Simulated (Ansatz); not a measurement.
# Counterpoise correction, worked out

The pair of OH⁻ (SMILES [OH-], atoms 1–2) and BF$_{3}$ (SMILES FB(F)F, atoms 3–6), both closed shells, in one local arrangement (a lower one may exist), relaxed at PBE0-D4/def2-TZVPD:

```json
{"atom": "O1", "x (Å)": "-0.1023", "y (Å)": "-0.2936", "z (Å)": "-1.1342"}
{"atom": "H2", "x (Å)": "0.1523", "y (Å)": "0.5318", "z (Å)": "-1.5475"}
{"atom": "F3", "x (Å)": "-0.9002", "y (Å)": "0.9312", "z (Å)": "0.7344"}
{"atom": "B4", "x (Å)": "-0.0318", "y (Å)": "-0.1104", "z (Å)": "0.3035"}
{"atom": "F5", "x (Å)": "-0.4000", "y (Å)": "-1.3101", "z (Å)": "0.9298"}
{"atom": "F6", "x (Å)": "1.2820", "y (Å)": "0.2510", "z (Å)": "0.7139"}
```

Ansatz 0.2.0; basis: def2-TZVPPD; cores frozen in the correlated methods.

MP2 total energies in eV:

| system | geometry | basis functions | energy |
| --- | --- | --- | --- |
| pair | pair | all | -10885.01278 |
| OH⁻ | as in the pair | all (partner as ghosts) | -2059.97345 |
| BF$_{3}$ | as in the pair | all (partner as ghosts) | -8819.25787 |
| OH⁻ | as in the pair | its own | -2059.88251 |
| BF$_{3}$ | as in the pair | its own | -8819.21076 |
| OH⁻ | free (PBE0-D4 minimum) | its own | -2059.88416 |
| BF$_{3}$ | free (PBE0-D4 minimum) | its own | -8821.45482 |

**Question.** Work out the interaction energy with and without the counterpoise correction, the superposition error, and the binding energy from the relaxed fragments.

**Answer.** Without correction: -10885.01278 − (-2059.88251) − (-8819.21076) = -5.91951 eV.
With correction (each fragment in the whole basis): -10885.01278 − (-2059.97345) − (-8819.25787) = -5.78146 eV = -133.32 kcal/mol.
The superposition error is the difference, 0.13805 eV, 2 % of the uncorrected value: each fragment borrows its partner's functions.
Deformation from the free shapes: 0.00165 eV for OH⁻ and 2.24406 eV for BF$_{3}$.
Binding energy from relaxed fragments: -5.78146 + 0.00165 + 2.24406 = -3.53575 eV = -81.54 kcal/mol (electronic, without zero-point energy; negative means bound). The deformation is large: the pair is on the way to a chemical bond or a shared proton. For comparison, the corrected interaction energy by CCSD(T) at an estimated basis limit (MP2 extrapolated from triple and quadruple zeta, plus CCSD(T) − MP2 in triple zeta) is -6.046 eV.

The T1 diagnostic stays at or below 0.026.

For scale, one of the runs: CCSD(T)/def2-TZVPPD, 214 basis functions, launched by `ansatz run in.yaml --threads 4 --pin off --events-out ev --progress --plain --max-ram 9574MiB`. The run took 22 s on 4 CPU threads of an Intel Xeon 6975P-C (shared host), with 3.9 GiB of host memory at its peak.
